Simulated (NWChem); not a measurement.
Species: AlH3O; SMILES [OH][AlH2]

Computed with NWChem. Pople sets run with spherical d functions. Geometry: optimised at PBE0/def2-SVP. B3LYP is NWChem's, with the RPA form of VWN correlation. Vertical excitations in the gas phase.

**Question.** Estimate the computed values for B3LYP/6-31G*, TDA. Quantities: lowest excitation, singlet (eV); oscillator strength of that lowest state; lowest state with f > 0.02, singlet (eV); oscillator strength of that bright state; lowest triplet (eV); orbital gap (eV).

**Answer.** The lowest excitation, singlet (eV) comes out as 5.80. The oscillator strength of that lowest state comes out as 0.001, the lowest state with f > 0.02, singlet (eV) is 7.42 and the oscillator strength of that bright state is 0.043. The lowest triplet (eV) is 5.44. The orbital gap (eV) is 7.00.
